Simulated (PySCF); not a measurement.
**What PySCF settings do for F3Se⁻**

Base input, run as `OMP_NUM_THREADS=1 python input.py` with PySCF 2.14:

```python
from pyscf import gto, dft

mol = gto.M(
    atom='Se 0.1287 0.215 -0.1298; F 1.7335 -0.8599 -0.0557; F -1.5868 1.105 -0.0924; F -0.6905 -1.1539 0.6968',
    basis='sbkjc',
    ecp={'Se': 'sbkjc', 'F': 'sbkjc'},
    charge=-1,
    spin=0,
    verbose=4,
)
mf = dft.RKS(mol, xc='pbe0')
mf.kernel()
mf.dip_moment()
print('orbital energies (hartree):', mf.mo_energy[..., max(0, mol.nelec[1]-3):mol.nelec[0]+3].round(4))
```

Base result: E(SCF) = -81.817723 Eh, 9 cycles. The basis has no diffuse functions, which an anion needs. The dipole of an ion depends on the origin.

Hardware: Arm Neoverse N1, 1 thread, shared host. Wall time 3.1 s.

Each row names what differs from the base; energies in brackets are changes from the base.

| change | result | wall time (s) |
| --- | --- | --- |
| integration grid: default → 0 [unsound on purpose] | E(SCF) = -81.817821 Eh (-0.0027 eV), 9 cycles | 1.4 |
| length unit: angstrom → bohr [unsound on purpose] | E(SCF) = -76.119456 Eh, 9 cycles | 3 |
| density fitting: none → auto | E(SCF) = -81.817207 Eh (+0.0140 eV), 9 cycles | 2.9 |
| spin-free X2C: off → on [unsound on purpose] | stops with NotImplementedError | 0.97 |
| functional: pbe0 → pbesol | E(SCF) = -81.605570 Eh, 11 cycles | 3.3 |
| smearing width (hartree): none → 0.05 | E(SCF) = -81.708440 Eh (+2.9738 eV), 13 cycles | 4.4 |
| basis set: sbkjc → 6-31g*; core potential: on → off [no diffuse functions for the anion] | E(SCF) = -2700.215999 Eh, 10 cycles | 8.1 |
| geometry: coordinates × 1 → coordinates × 0.88 | E(SCF) = -81.697255 Eh (+3.2781 eV), 9 cycles | 3 |
| geometry: coordinates × 1 → coordinates × 3 [stretched restricted solution, likely unstable] | not converged: SCF after 50 cycles | 8.3 |
| point-group symmetry: off → on | E(SCF) = -81.817723 Eh (+0.0000 eV), 9 cycles | 2.9 |
| basis set: sbkjc → ano-rcc-vdzp; core potential: on → off; spin-free X2C: off → on [no diffuse functions for the anion] | E(SCF) = -2729.306290 Eh, 10 cycles | 22 |

Order these changes by how far they move the SCF energy from the base, largest first: (1) density fitting: none → auto; (2) geometry: coordinates × 1 → coordinates × 0.88; (3) point-group symmetry: off → on.

(2) +3.2781 eV, (1) +0.0140 eV, (3) +0.0000 eV.
